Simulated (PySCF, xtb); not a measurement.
1,3-azasiletidine (C2H7NSi), SMILES C1NC[SiH2]1.

Harmonic wavenumbers (cm⁻¹) from GFN2-xTB in xtb at its own minimum, in rising order: 140, 429, 442, 514, 604, 694, 700, 733, 764, 814, 863, 1027, 1085, 1101, 1159, 1172, 1240, 1333, 1482, 1486, 2251, 2290, 2858, 2865, 2954, 2956, 3373.

Task: What does PBE-D3(BJ)/def2-SVP run with PySCF give at its own minimum? (The exact figures need the calculation; the answer reports its results.)

Result: 173, 393, 522, 523, 611, 619, 745, 804, 816, 837, 919, 971, 1049, 1086, 1110, 1130, 1188, 1340, 1405, 1435, 2154, 2175, 2869, 2879, 3010, 3010, 3405. Paired by order, the mean absolute difference is 46 cm⁻¹ and the zero-point energies are 53.4 and 53.1 kcal/mol.
